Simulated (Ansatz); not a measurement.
CHCl (SMILES [CH]Cl) moved off its minimum; all values from Ansatz (an electronic-structure program), cores frozen in correlated methods.
(charge 0, multiplicity 1)
```xyz
3

C     -1.00126     0.56986     0.00962
Cl     0.49208    -0.25054     0.03152
H     -1.82981    -0.25646    -0.10670
```

Problem. Give the forces (eV/Å), the total energy and the dipole at CCSD(T)/aug-cc-pV(T+d)Z.

Solution. 
| atom | Fx | Fy | Fz |
|---|---|---|---|
| C1 | -1.009 | -0.744 | -0.120 |
| Cl2 | -0.395 | -0.095 | -0.031 |
| H3 | 1.404 | 0.839 | 0.151 |
Energy -498.2369 hartree, dipole 1.41 D.

Doubts at one or more of the structures used: a restricted determinant that unrestricted orbitals would lower (CCSD(T)/aug-cc-pV(T+d)Z).
